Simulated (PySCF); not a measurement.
# Two-component Hartree-Fock for Sn¹⁷⁺ (tin, charge +17)

Start: [Ar] 3d10 4s2 4p3; 4p1/2 filled at m_j = -1/2, +1/2; 4p3/2 filled at m_j = +3/2. Calculated with PySCF 2.14 in an even-tempered Gaussian basis (18 s from 0.94 bohr⁻², ratio 2.8; 14 p from 1.2 bohr⁻², ratio 2.8; 9 d from 2.2 bohr⁻², ratio 2.8; 4 f from 7.1 bohr⁻², ratio 3): generalised Hartree-Fock with the X2C-1e Hamiltonian and a Gaussian nucleus; spin-orbit coupling (SO) screened by Boettger's factors.

```
spinor shell  electrons  ε, screened SO (eV)  weight of nominal j (screened SO)  rms radius, screened SO (bohr)
       1s1/2          2             -29792.6                              1.000                          0.0333
       2s1/2          2              -4965.8                              1.000                           0.136
       2p1/2          2              -4658.2                              1.000                           0.117
       2p3/2          4              -4423.8                              1.000                           0.123
       3s1/2          2              -1335.2                              1.000                           0.359
       3p1/2          2              -1209.8                              0.999                           0.351
       3p3/2          4              -1163.4                              1.000                           0.362
       3d3/2          4              -944.54                              0.994                           0.334
       4s1/2          2              -521.41                              1.000                           0.784
       4p1/2          2              -475.98                              0.924                           0.811
       4p3/2          1              -467.30                              1.000                           0.829
```

Q: Where does 3d5/2 lie, and what is the 3d spin-orbit splitting (screened SO)?

A: At -934.83 eV, 9.706 eV above 3d3/2.

```csv
quantity,screened SO
E (hartree),-6061.83996
M_J,3/2
⟨J²⟩,3.763
⟨L²⟩,1.211
⟨S²⟩,2.432
```

Each row is a mean over spinors that exchange with the open shell spreads, by up to 14.899 eV (4s1/2).

Breit and QED terms are absent; they matter most for the inner s and p1/2 levels.

Densities and radii are taken from the X2C orbitals without a picture-change correction, which distorts them close to the nucleus.
